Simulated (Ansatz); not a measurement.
`[SiH3][SbH][Cl]`, charge 0, multiplicity 1.

Problem. Give a relaxed structure at PBE0-D4/def2-TZVP (Ansatz 0.2.0). (An estimate is asked.)

Solution. Ansatz gave: 
```xyz
7

Si    0.1853   -0.8804    0.4270
Sb   -1.2615    1.0536   -0.4930
Cl    0.2598    2.7011    0.2673
H     0.0719   -0.8845    1.9075
H     1.6018   -0.7052    0.0233
H    -0.3427   -2.1661   -0.1062
H    -0.5146    0.8815   -2.0260
```
